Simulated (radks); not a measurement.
Results of a calculation; reference values are marked as such.
Neutral gallium inside a hard spherical wall (all orbitals vanish at R), configuration held at [Ar] 3d10 4s2 4p1 and not refilled when levels cross. Code: a radial shooting solver on a logarithmic mesh with Libxc functionals. Model: non-relativistic Kohn-Sham, LDA (Slater exchange, Perdew-Wang correlation), spin-polarised, spherical densities, point nucleus; open shells are filled with parallel spins first. Eigenvalues in eV for spin up, with the zero of energy where the potential of the charges vanishes at infinity; a dash marks a level that is unbound or too diffuse for the functional's potential to be trusted. A positive occupied level is held by the wall or, in an anion where self-interaction has pushed it up, behind a barrier. The pressure on the wall is -dE/dV.

R (bohr),E (hartree),kinetic (hartree),e(3p),e(3d),e(4s),e(4p),"e(5s, empty)","e(5p, empty)",pressure (GPa)
free,-1921.83904,1919.899,-97.485,-19.996,-9.147,-2.993,-0.387,-,0
20,-1921.83904,1919.899,-97.485,-19.996,-9.147,-2.993,-0.367,0.372,< 0.0001
15,-1921.83904,1919.899,-97.483,-19.994,-9.146,-2.992,-0.266,0.758,< 0.0001
8,-1921.83475,1919.927,-97.185,-19.700,-8.928,-2.709,2.179,5.157,0.150
7,-1921.82764,1919.966,-96.879,-19.399,-8.705,-2.382,4.024,7.799,0.545
5,-1921.74196,1920.357,-94.892,-17.457,-7.048,0.092,14.946,21.456,10.5
2,-1914.10246,1944.658,-58.895,19.220,62.902,82.099,258.97,275.20,9530
1.5,-1896.46463,1996.929,-15.079,67.810,189.80,213.77,579.40,587.87,71100
